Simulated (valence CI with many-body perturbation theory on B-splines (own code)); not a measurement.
**Level structure of Kr³⁰⁺**

Computed by configuration interaction combined with many-body perturbation theory (CI+MBPT): four valence electrons over a frozen Dirac-Fock core [He], a basis of 11 s, 11 p, 10 d, 8 f, 5 g, 2 h functions for each j, with the one-electron correlation potential Σ1, the two-electron term Σ2, the three-electron term Σ3, Breit, model QED; selected CI, second order for the rest, scaled by the run's own slope (own B-spline code, finite nucleus).

No measured spectrum was set against this ion. As an estimate, large intervals hold to a few tenths of a per cent, small ones and those within an open d or f shell to about a per cent. Among the levels kept, up to 1100 cm⁻¹ of a level comes from second order outside the variational space, and about a tenth of that is noise between levels of different J, which matters for small intervals.

Levels 46 to 90 of 194, with energies above the lowest level, (2s^2 2p1/2^2) J=0. "Leading %" is the weight of the configuration and term that name the level; weights of strongly mixed levels are sums over their largest components and can fall short. In the jj column 3d3/2^4 stands for four electrons in 3d with j = 3/2. Lifetimes count E1, E2, E3, M1 and M2 decay at the calculated energies, and are blank where another channel may lead or the interval is too uncertain; long ones can be off by a factor of two.

```csv
No.,Configuration,Term,J,E (eV),Leading %,Lifetime,Leading jj
46,2s2p²3p,⁵D°,2,2158.9,39,853 fs,2s 2p1/2^2 3p3/2 (75 %)
47,2s2p²3p,³D°,1,2163.7,43,36.8 fs,2s 2p1/2^2 3p3/2 (76 %)
48,2s²2p3d,¹D°,2,2165.0,47,17.8 fs,2s^2 2p3/2 3d3/2 (74 %)
49,2s²2p3d,³F°,4,2166.2,97,287 ps,2s^2 2p3/2 3d5/2 (97 %)
50,2s²2p3d,³D°,3,2168.8,50,13.4 fs,2s^2 2p3/2 3d3/2 (68 %)
51,2s²2p3d,³P°,1,2171.6,65,12.8 fs,2s^2 2p3/2 3d3/2 (92 %)
52,2s²2p3d,³P°,0,2172.3,97,16.0 fs,2s^2 2p3/2 3d3/2 (97 %)
53,2s2p²3s,³P,2,2172.4,60,84.9 fs,2s 2p1/2 2p3/2 3s (86 %)
54,2s²2p3d,³P°,2,2173.4,51,13.8 fs,2s^2 2p3/2 3d5/2 (74 %)
55,2s2p²3p,⁵P°,1,2176.4,41,142 fs,2s 2p1/2 2p3/2 3p1/2 (92 %)
56,2s2p²3p,⁵D°,2,2182.2,42,128 fs,2s 2p1/2 2p3/2 3p1/2 (87 %)
57,2s²2p3d,¹F°,3,2182.6,67,7.73 fs,2s^2 2p3/2 3d5/2 (69 %)
58,2s²2p3d,¹P°,1,2185.1,71,11.8 fs,2s^2 2p3/2 3d5/2 (93 %)
59,2s2p²3d,⁵F,1,2189.0,66,196 fs,2s 2p1/2^2 3d3/2 (81 %)
60,2s2p²3d,⁵F,2,2191.2,44,80.4 fs,2s 2p1/2^2 3d3/2 (65 %)
61,2s2p²3p,⁵D°,3,2192.7,83,6.37 ps,2s 2p1/2 2p3/2 3p3/2 (67 %)
62,2s2p²3s,³D,1,2195.5,81,81.7 fs,2s 2p1/2 2p3/2 3s (92 %)
63,2s2p²3p,⁵P°,3,2196.6,47,116 fs,2s 2p1/2 2p3/2 3p1/2 (56 %)
64,2s2p²3p,⁵P°,1,2198.0,35,57.2 fs,2s 2p1/2 2p3/2 3p3/2 (94 %)
65,2s2p²3s,³D,2,2198.6,47,78.3 fs,2s 2p1/2 2p3/2 3s (89 %)
66,2s2p²3d,⁵D,3,2198.7,32,25.7 fs,2s 2p1/2^2 3d5/2 (78 %)
67,2s2p²3p,³D°,2,2204.0,56,53.1 fs,2s 2p1/2 2p3/2 3p3/2 (92 %)
68,2s2p²3s,³P,0,2206.4,86,82.1 fs,2s 2p1/2 2p3/2 3s (81 %)
69,2s2p²3s,³P,1,2206.4,53,102 fs,2s 2p1/2 2p3/2 3s (78 %)
70,2s2p²3p,⁵S°,2,2207.6,39,126 fs,2s 2p1/2 2p3/2 3p1/2 (81 %)
71,2s2p²3p,³P°,0,2209.8,81,42.2 fs,2s 2p1/2 2p3/2 3p3/2 (93 %)
72,2s2p²3p,⁵D°,4,2210.4,72,33.2 ps,2s 2p1/2 2p3/2 3p3/2 (84 %)
73,2s2p²3d,³F,2,2211.1,42,21.8 fs,2s 2p1/2^2 3d5/2 (61 %)
74,2s2p²3p,³P°,2,2217.8,59,49.2 fs,2s 2p1/2 2p3/2 3p3/2 (90 %)
75,2s2p²3p,³P°,1,2221.1,39,40.0 fs,2s 2p1/2 2p3/2 3p3/2 (79 %)
76,2s2p²3p,³D°,3,2222.5,43,52.2 fs,2s 2p1/2 2p3/2 3p3/2 (76 %)
77,2s2p²3s,³D,3,2223.0,70,63.9 fs,2s 2p3/2^2 3s (82 %)
78,2s2p²3p,³F°,2,2229.0,57,117 fs,2s 2p1/2 2p3/2 3p1/2 (93 %)
79,2s2p²3d,⁵D,0,2230.1,90,382 fs,2s 2p1/2 2p3/2 3d3/2 (97 %)
80,2s2p²3d,⁵F,2,2230.1,40,42.5 fs,2s 2p1/2 2p3/2 3d3/2 (92 %)
81,2s2p²3d,⁵D,1,2230.2,63,73.9 fs,2s 2p1/2 2p3/2 3d3/2 (94 %)
82,2s2p²3d,⁵F,4,2231.6,60,634 fs,2s 2p1/2 2p3/2 3d5/2 (93 %)
83,2s2p²3d,⁵F,3,2232.2,60,28.4 fs,2s 2p1/2 2p3/2 3d3/2 (63 %)
84,2s2p²3s,¹D,2,2233.1,43,88.7 fs,2s 2p3/2^2 3s (84 %)
85,2s2p²3p,³D°,1,2233.4,56,54.9 fs,2s 2p1/2 2p3/2 3p1/2 (86 %)
86,2s2p²3p,³P°,0,2237.4,63,70.3 fs,2s 2p1/2 2p3/2 3p1/2 (79 %)
87,2s2p²3d,³F,2,2242.9,31,24.1 fs,2s 2p1/2 2p3/2 3d5/2 (91 %)
88,2s2p²3d,⁵D,4,2245.7,35,1.97 ps,2s 2p1/2 2p3/2 3d3/2 (56 %)
89,2s2p²3d,³F,3,2246.8,57,18.7 fs,2s 2p1/2 2p3/2 3d5/2 (52 %)
90,2s2p²3d,⁵F,5,2247.8,74,373 ps,2s 2p1/2 2p3/2 3d5/2 (84 %)
```
